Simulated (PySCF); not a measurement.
This PySCF input asks for the NMR shieldings of `N(B(NC(CC)=O)N)C`, C4H12BN3O; the geometry comes from GFN2-xTB.

```python
import basis_set_exchange as bse
import numpy as np
from pyscf import gto, dft
from pyscf.prop import nmr

atoms = """
C     3.524526    0.257323   -0.662797
C     2.521170   -0.006568    0.451409
C     1.081732    0.122392   -0.042673
O     0.812446    0.488894   -1.170127
N     0.151728   -0.206567    0.885387
B    -1.310267   -0.219342    0.733981
N    -2.056271   -0.659007    1.847410
N    -1.867350    0.197944   -0.474352
C    -3.247558    0.255854   -0.881678
H     3.400182    1.266546   -1.045504
H     4.542774    0.138280   -0.299972
H     3.357922   -0.434235   -1.484359
H     2.660082   -1.012439    0.856998
H     2.666946    0.707509    1.266980
H     0.521644   -0.491226    1.780005
H    -3.056519   -0.718686    1.847986
H    -1.644189   -0.943357    2.715990
H    -1.211566    0.450921   -1.201211
H    -3.493015   -0.549211   -1.584259
H    -3.463772    1.209544   -1.370204
H    -3.899566    0.162372   -0.014779
"""
names = dict.fromkeys(["C", "O", "N", "B", "H"], "pcSseg-1")
basis = {el: gto.basis.parse(bse.get_basis(n, elements=[el], fmt="nwchem")) for el, n in names.items()}
mol = gto.M(atom=atoms, basis=basis, charge=0, verbose=0)
mf = dft.RKS(mol, xc="PBE0")
mf.grids.level = 2
mf.grids.alignment = dft.numint.BLKSIZE   # the property module wants whole blocks of grid points
mf.conv_tol = 1e-9
mf.kernel()

calc = nmr.RKS(mf)   # GIAO
C = mf.mo_coeff
Co = C[:, mf.mo_occ > 0]
resp = mf.gen_response(singlet=True, hermi=2)
def vind(x):   # induced exchange potential for any number of trial vectors
    d = np.einsum("pi,xij,qj->xpq", C, 2 * x.reshape(-1, C.shape[1], Co.shape[1]), Co, optimize=True)
    return np.einsum("xpq,pi,qj->xij", resp(d - d.transpose(0, 2, 1)), C, Co, optimize=True).ravel()
mo1, _ = nmr.rhf.solve_mo1(calc, with_cphf=vind)
sigma = calc.kernel(mo1)
for i, s in enumerate(sigma):   # ppm
    print("%2d %-2s %9.2f" % (i, mol.atom_pure_symbol(i), np.trace(s) / 3))
```

**Question.** What does it print?

**Answer.** 
```
 0 C     176.33
 1 C     153.36
 2 C       7.68
 3 O     -82.82
 4 N     124.23
 5 B      81.65
 6 N     223.72
 7 N     207.60
 8 C     157.12
 9 H      30.35
10 H      30.98
11 H      30.49
12 H      29.68
13 H      29.55
14 H      27.05
15 H      30.03
16 H      30.38
17 H      26.34
18 H      28.73
19 H      28.79
20 H      29.23
```

These numbers come from an equivalent density-fitted implementation of the same equations, which agrees with the script to about 0.01 ppm for H and up to a few tenths of a ppm for heavy atoms, so last digits may differ.

Size and cost of the density-fitted run: 213 basis functions, 68 s wall time on 1 thread of an Arm Neoverse N1, shared host; peak memory 1 GiB.
